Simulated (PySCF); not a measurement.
## Zr²⁺: excitation energy

Zr²⁺ [Kr] 4d2 (3F) → Zr²⁺ [Kr] 4d1 5s1 (3D), as a difference of total energies. All numbers are calculated (PySCF 2.14, scalar relativity by spin-free X2C-1e, in x2c-TZVPPall). Correlated levels: valence and next inner shell: [Ar] 3d10 frozen. The calculations carry no spin-orbit coupling.

```csv
method,excitation energy (eV)
UHF,2.370
MP2 (valence and next inner shell),2.136
SCS-MP2 (valence and next inner shell),2.218
CCSD (valence and next inner shell),2.199
CCSD(T) (valence and next inner shell),2.177
```

**Question.** How much does correlation contribute at CCSD(T) (valence and next inner shell)?

**Answer.** 2.177 − (2.370) = -0.193 eV, measured against UHF.

The basis was made for the ground configuration and has no added diffuse functions, so the excitation energy can come out too high.
